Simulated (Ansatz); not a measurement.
Molecular dynamics of H5NSi + H5NSi

Input:

```yaml
crystal:
  periodic: [false, false, false]
  atoms:
    - { symbol: Si, position_ang: [0.775098, 0.463351, -2.186734] }
    - { symbol: "N", position_ang: [-0.459817, -0.620807, -1.559488] }
    - { symbol: H, position_ang: [0.336818, 1.152303, -3.456016] }
    - { symbol: H, position_ang: [1.017697, 1.504329, -1.130119] }
    - { symbol: H, position_ang: [2.109934, -0.179295, -2.497733] }
    - { symbol: H, position_ang: [-0.71483, -0.618781, -0.573449] }
    - { symbol: H, position_ang: [-0.916338, -1.319881, -2.124686] }
    - { symbol: Si, position_ang: [0.277802, 0.246476, 2.156692] }
    - { symbol: "N", position_ang: [-1.170028, -0.538173, 1.470539] }
    - { symbol: H, position_ang: [1.502406, -0.431309, 1.618993] }
    - { symbol: H, position_ang: [0.230913, 1.679162, 1.722287] }
    - { symbol: H, position_ang: [0.356765, 0.209585, 3.663554] }
    - { symbol: H, position_ang: [-2.02378, -0.013159, 1.33947] }
    - { symbol: H, position_ang: [-1.32254, -1.533703, 1.556789] }
basis:
  gaussian: { orbitals: "6-31G" }
hamiltonian:
  xc: b3lyp
  dispersion: d4
md:
  timestep: 0.25
  n_steps: 228
  ensemble: nvt_nose_hoover
  temperature: 700.0
  initial_velocities: maxwell_boltzmann
  seed: 586274
  nose_hoover: { tau: 100.0, chain_length: 1 }
```

Command:

```bash
$ ansatz run input.yaml --threads 1 --pin off --max-ram 2048MiB --backend cpu --events-out ev --progress --plain --runs-dir out
```

It starts from a relaxed structure.

Output, in part (one step line in 4, the closing report, with atoms numbered from 0):

```
md step     0: t =     0.00 fs  T =   700.0 K  F+E_penalty+E_count = -18896.63269363 eV  E_kin = 1.085784 eV  conserved = -18895.54690964 eV  (24 SCF iters)
md step     4: t =     1.00 fs  T =   667.4 K  F+E_penalty+E_count = -18896.58194333 eV  E_kin = 1.035206 eV  conserved = -18895.54673846 eV  (23 SCF iters)
md step     8: t =     2.00 fs  T =   594.0 K  F+E_penalty+E_count = -18896.46781435 eV  E_kin = 0.921397 eV  conserved = -18895.54642891 eV  (21 SCF iters)
md step    12: t =     3.00 fs  T =   525.9 K  F+E_penalty+E_count = -18896.36195507 eV  E_kin = 0.815738 eV  conserved = -18895.54626411 eV  (22 SCF iters)
md step    16: t =     4.00 fs  T =   489.2 K  F+E_penalty+E_count = -18896.30499427 eV  E_kin = 0.758815 eV  conserved = -18895.54629640 eV  (22 SCF iters)
md step    20: t =     5.00 fs  T =   480.9 K  F+E_penalty+E_count = -18896.29213095 eV  E_kin = 0.745976 eV  conserved = -18895.54638468 eV  (22 SCF iters)
md step    24: t =     6.00 fs  T =   487.9 K  F+E_penalty+E_count = -18896.30283525 eV  E_kin = 0.756774 eV  conserved = -18895.54645023 eV  (22 SCF iters)
md step    28: t =     7.00 fs  T =   498.5 K  F+E_penalty+E_count = -18896.31924427 eV  E_kin = 0.773306 eV  conserved = -18895.54653548 eV  (21 SCF iters)
md step    32: t =     8.00 fs  T =   498.6 K  F+E_penalty+E_count = -18896.31911760 eV  E_kin = 0.773327 eV  conserved = -18895.54664406 eV  (21 SCF iters)
md step    36: t =     9.00 fs  T =   472.0 K  F+E_penalty+E_count = -18896.27762942 eV  E_kin = 0.732131 eV  conserved = -18895.54664617 eV  (23 SCF iters)
md step    40: t =    10.00 fs  T =   420.5 K  F+E_penalty+E_count = -18896.19729437 eV  E_kin = 0.652318 eV  conserved = -18895.54643809 eV  (21 SCF iters)
md step    44: t =    11.00 fs  T =   376.7 K  F+E_penalty+E_count = -18896.12867585 eV  E_kin = 0.584296 eV  conserved = -18895.54616922 eV  (21 SCF iters)
md step    48: t =    12.00 fs  T =   380.3 K  F+E_penalty+E_count = -18896.13381719 eV  E_kin = 0.589832 eV  conserved = -18895.54613776 eV  (21 SCF iters)
md step    52: t =    13.00 fs  T =   435.9 K  F+E_penalty+E_count = -18896.21991353 eV  E_kin = 0.676135 eV  conserved = -18895.54638072 eV  (21 SCF iters)
md step    56: t =    14.00 fs  T =   507.8 K  F+E_penalty+E_count = -18896.33103930 eV  E_kin = 0.787583 eV  conserved = -18895.54663807 eV  (22 SCF iters)
md step    60: t =    15.00 fs  T =   556.2 K  F+E_penalty+E_count = -18896.40557861 eV  E_kin = 0.862735 eV  conserved = -18895.54672778 eV  (25 SCF iters)
md step    64: t =    16.00 fs  T =   565.8 K  F+E_penalty+E_count = -18896.41957793 eV  E_kin = 0.877553 eV  conserved = -18895.54668559 eV  (22 SCF iters)
md step    68: t =    17.00 fs  T =   542.2 K  F+E_penalty+E_count = -18896.38211791 eV  E_kin = 0.840991 eV  conserved = -18895.54658729 eV  (20 SCF iters)
md step    72: t =    18.00 fs  T =   501.7 K  F+E_penalty+E_count = -18896.31846280 eV  E_kin = 0.778271 eV  conserved = -18895.54643992 eV  (22 SCF iters)
md step    76: t =    19.00 fs  T =   468.5 K  F+E_penalty+E_count = -18896.26589642 eV  E_kin = 0.726639 eV  conserved = -18895.54627689 eV  (21 SCF iters)
md step    80: t =    20.00 fs  T =   467.4 K  F+E_penalty+E_count = -18896.26347260 eV  E_kin = 0.725052 eV  conserved = -18895.54622889 eV  (22 SCF iters)
md step    84: t =    21.00 fs  T =   505.2 K  F+E_penalty+E_count = -18896.32130552 eV  E_kin = 0.783589 eV  conserved = -18895.54639558 eV  (22 SCF iters)
md step    88: t =    22.00 fs  T =   555.9 K  F+E_penalty+E_count = -18896.39925214 eV  E_kin = 0.862277 eV  conserved = -18895.54665507 eV  (24 SCF iters)
md step    92: t =    23.00 fs  T =   579.9 K  F+E_penalty+E_count = -18896.43545787 eV  E_kin = 0.899480 eV  conserved = -18895.54677181 eV  (25 SCF iters)
md step    96: t =    24.00 fs  T =   558.2 K  F+E_penalty+E_count = -18896.40056517 eV  E_kin = 0.865831 eV  conserved = -18895.54667580 eV  (24 SCF iters)
md step   100: t =    25.00 fs  T =   504.7 K  F+E_penalty+E_count = -18896.31635645 eV  E_kin = 0.782922 eV  conserved = -18895.54647834 eV  (22 SCF iters)
md step   104: t =    26.00 fs  T =   450.5 K  F+E_penalty+E_count = -18896.23106175 eV  E_kin = 0.698824 eV  conserved = -18895.54630737 eV  (22 SCF iters)
md step   108: t =    27.00 fs  T =   423.2 K  F+E_penalty+E_count = -18896.18755327 eV  E_kin = 0.656376 eV  conserved = -18895.54623033 eV  (21 SCF iters)
md step   112: t =    28.00 fs  T =   435.2 K  F+E_penalty+E_count = -18896.20528808 eV  E_kin = 0.675086 eV  conserved = -18895.54627139 eV  (22 SCF iters)
md step   116: t =    29.00 fs  T =   480.7 K  F+E_penalty+E_count = -18896.27477689 eV  E_kin = 0.745575 eV  conserved = -18895.54641252 eV  (22 SCF iters)
md step   120: t =    30.00 fs  T =   536.8 K  F+E_penalty+E_count = -18896.36078807 eV  E_kin = 0.832701 eV  conserved = -18895.54662151 eV  (21 SCF iters)
md step   124: t =    31.00 fs  T =   570.5 K  F+E_penalty+E_count = -18896.41163677 eV  E_kin = 0.884871 eV  conserved = -18895.54678800 eV  (23 SCF iters)
md step   128: t =    32.00 fs  T =   556.1 K  F+E_penalty+E_count = -18896.38778829 eV  E_kin = 0.862622 eV  conserved = -18895.54673788 eV  (23 SCF iters)
md step   132: t =    33.00 fs  T =   501.5 K  F+E_penalty+E_count = -18896.30125993 eV  E_kin = 0.777845 eV  conserved = -18895.54647012 eV  (22 SCF iters)
md step   136: t =    34.00 fs  T =   446.7 K  F+E_penalty+E_count = -18896.21465673 eV  E_kin = 0.692856 eV  conserved = -18895.54621806 eV  (24 SCF iters)
md step   140: t =    35.00 fs  T =   429.8 K  F+E_penalty+E_count = -18896.18714987 eV  E_kin = 0.666669 eV  conserved = -18895.54619966 eV  (21 SCF iters)
md step   144: t =    36.00 fs  T =   454.6 K  F+E_penalty+E_count = -18896.22449521 eV  E_kin = 0.705206 eV  conserved = -18895.54637797 eV  (21 SCF iters)
md step   148: t =    37.00 fs  T =   495.3 K  F+E_penalty+E_count = -18896.28622467 eV  E_kin = 0.768293 eV  conserved = -18895.54655014 eV  (20 SCF iters)
md step   152: t =    38.00 fs  T =   525.1 K  F+E_penalty+E_count = -18896.33078331 eV  E_kin = 0.814476 eV  conserved = -18895.54662204 eV  (21 SCF iters)
md step   156: t =    39.00 fs  T =   530.6 K  F+E_penalty+E_count = -18896.33764163 eV  E_kin = 0.823082 eV  conserved = -18895.54667202 eV  (23 SCF iters)
md step   160: t =    40.00 fs  T =   503.7 K  F+E_penalty+E_count = -18896.29406363 eV  E_kin = 0.781292 eV  conserved = -18895.54668640 eV  (23 SCF iters)
md step   164: t =    41.00 fs  T =   444.3 K  F+E_penalty+E_count = -18896.20007290 eV  E_kin = 0.689161 eV  conserved = -18895.54651867 eV  (21 SCF iters)
md step   168: t =    42.00 fs  T =   379.3 K  F+E_penalty+E_count = -18896.09751619 eV  E_kin = 0.588407 eV  conserved = -18895.54622169 eV  (21 SCF iters)
md step   172: t =    43.00 fs  T =   353.3 K  F+E_penalty+E_count = -18896.05558510 eV  E_kin = 0.547988 eV  conserved = -18895.54608759 eV  (21 SCF iters)
md step   176: t =    44.00 fs  T =   386.0 K  F+E_penalty+E_count = -18896.10511958 eV  E_kin = 0.598790 eV  conserved = -18895.54626837 eV  (21 SCF iters)
md step   180: t =    45.00 fs  T =   451.1 K  F+E_penalty+E_count = -18896.20459883 eV  E_kin = 0.699684 eV  conserved = -18895.54656738 eV  (20 SCF iters)
md step   184: t =    46.00 fs  T =   503.2 K  F+E_penalty+E_count = -18896.28354775 eV  E_kin = 0.780505 eV  conserved = -18895.54671469 eV  (23 SCF iters)
md step   188: t =    47.00 fs  T =   518.3 K  F+E_penalty+E_count = -18896.30477534 eV  E_kin = 0.803983 eV  conserved = -18895.54667268 eV  (23 SCF iters)
md step   192: t =    48.00 fs  T =   500.9 K  F+E_penalty+E_count = -18896.27546775 eV  E_kin = 0.777006 eV  conserved = -18895.54658368 eV  (23 SCF iters)
md step   196: t =    49.00 fs  T =   465.3 K  F+E_penalty+E_count = -18896.21799104 eV  E_kin = 0.721793 eV  conserved = -18895.54648271 eV  (22 SCF iters)
md step   200: t =    50.00 fs  T =   429.5 K  F+E_penalty+E_count = -18896.16022038 eV  E_kin = 0.666233 eV  conserved = -18895.54631368 eV  (22 SCF iters)
md step   204: t =    51.00 fs  T =   419.7 K  F+E_penalty+E_count = -18896.14295741 eV  E_kin = 0.651074 eV  conserved = -18895.54618781 eV  (24 SCF iters)
md step   208: t =    52.00 fs  T =   454.1 K  F+E_penalty+E_count = -18896.19430583 eV  E_kin = 0.704412 eV  conserved = -18895.54628569 eV  (22 SCF iters)
md step   212: t =    53.00 fs  T =   517.3 K  F+E_penalty+E_count = -18896.29021813 eV  E_kin = 0.802426 eV  conserved = -18895.54657163 eV  (21 SCF iters)
md step   216: t =    54.00 fs  T =   565.7 K  F+E_penalty+E_count = -18896.36273932 eV  E_kin = 0.877440 eV  conserved = -18895.54680362 eV  (23 SCF iters)
md step   220: t =    55.00 fs  T =   563.1 K  F+E_penalty+E_count = -18896.35585636 eV  E_kin = 0.873452 eV  conserved = -18895.54679153 eV  (23 SCF iters)
md step   224: t =    56.00 fs  T =   510.5 K  F+E_penalty+E_count = -18896.27133408 eV  E_kin = 0.791924 eV  conserved = -18895.54656407 eV  (24 SCF iters)
md step   228: t =    57.00 fs  T =   442.1 K  F+E_penalty+E_count = -18896.16243125 eV  E_kin = 0.685743 eV  conserved = -18895.54632313 eV  (25 SCF iters)
Total energy: -18896.16272817 eV, -694.4211719812 hartree
Atom 0 at     0.955153     0.347690    -2.112829 Å, force    -1.479473     0.997958    -1.255115 eV/Å
Atom 1 at    -0.666076    -0.163964    -1.498331 Å, force     0.403334     0.145705    -0.834895 eV/Å
Atom 2 at     1.068986     1.870249    -2.512801 Å, force    -0.189691    -0.803758     0.404750 eV/Å
Atom 3 at     1.943868     0.092554    -1.095125 Å, force     0.630381    -0.272890     0.857423 eV/Å
Atom 4 at     1.398189    -0.316169    -3.402809 Å, force    -0.169805    -0.188819     0.186163 eV/Å
Atom 5 at    -0.762852    -0.475079    -0.548363 Å, force    -0.079550    -0.235871     0.283510 eV/Å
Atom 6 at    -1.543440    -0.209608    -2.023130 Å, force     0.783029     0.146029     0.104904 eV/Å
Atom 7 at     0.116704     0.376025     1.841594 Å, force    -0.532128    -0.348768     1.903321 eV/Å
Atom 8 at    -1.007768    -1.010260     1.913104 Å, force    -0.427471     1.201361    -0.243179 eV/Å
Atom 9 at     1.360023    -0.301683     1.460457 Å, force     0.764407    -0.015328     0.153226 eV/Å
Atom 10 at    -0.294672     1.200710     0.747531 Å, force    -0.312864     1.058372    -0.772798 eV/Å
Atom 11 at     0.157676     1.231815     3.184368 Å, force     0.202654    -0.617305    -0.988589 eV/Å
Atom 12 at    -2.014696    -0.893201     1.977376 Å, force     0.347894    -0.241369     0.051421 eV/Å
Atom 13 at    -0.652811    -1.925452     2.052093 Å, force     0.059282    -0.825318     0.149859 eV/Å
Dipole moment:    -0.259604    -0.216422     0.245576 e Å
```

All steps were run. The conserved energy stayed within 0.059 meV per atom of its start (net change 0.042 meV per atom), so the integration is sound. The mean temperature of the second half is 31 % below the set value. A run of 0.057 ps of so small a system gives no equilibrium averages. Limits of this set-up: no polarisation functions.

The same pairs are bonded in the first frame and the last. Pairs count as bonded within 1.25 times the sum of covalent radii (0.12 Å more for H–H).

Last frame:

```xyz
14
Properties=species:S:1:pos:R:3
Si 0.955 0.348 -2.113
N -0.666 -0.164 -1.498
H 1.069 1.870 -2.513
H 1.944 0.093 -1.095
H 1.398 -0.316 -3.403
H -0.763 -0.475 -0.548
H -1.543 -0.210 -2.023
Si 0.117 0.376 1.842
N -1.008 -1.010 1.913
H 1.360 -0.302 1.460
H -0.295 1.201 0.748
H 0.158 1.232 3.184
H -2.015 -0.893 1.977
H -0.653 -1.925 2.052
```

The run took 14 min on 1 thread of Arm Neoverse V1, on a shared host, peak memory 0.14 GiB.
